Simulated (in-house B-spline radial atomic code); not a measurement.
A fraction x of an electron is removed from 3p in Cu³⁺, starting from [Ar] 3d8 and keeping the highest spin. Computed with a B-spline radial code for spherical atoms: scalar-relativistic (X2C) LDA exchange-only, spin-polarised, spherical fractional occupations, Fermi nucleus of rms radius 3.8823 fm.

| x | E(x) - E(0) (eV) | 3p down level (eV) |
| --- | --- | --- |
| 0 | 0.0000 | -114.369 |
| 0.04 | 4.5920 | -115.232 |
| 0.18 | 20.9372 | -118.278 |
| 0.29 | 34.0809 | -120.702 |
| 0.49 | 58.6668 | -125.170 |
| 0.5 | 59.9196 | -125.396 |
| 0.62 | ? | ? |
| 0.66 | 80.2729 | -129.029 |
| 0.86 | 106.5382 | -133.635 |
| 0.89 | ? | ? |
| 1 | 125.4753 | -136.900 |

(1) What belongs in the row x = 0.62?

(2) What belongs in the row x = 0.89?

(3) Check Janak's theorem between x = 0.04 and 0.18.

Results:

(1) An energy change of 75.1300 eV; 3p down at -128.116 eV.

(2) An energy change of 110.5577 eV; 3p down at -134.332 eV.

(3) The slope of the energy is 116.75 eV; the orbital levels give 116.75 eV (-ε of the emptying orbital, averaged over the two points).
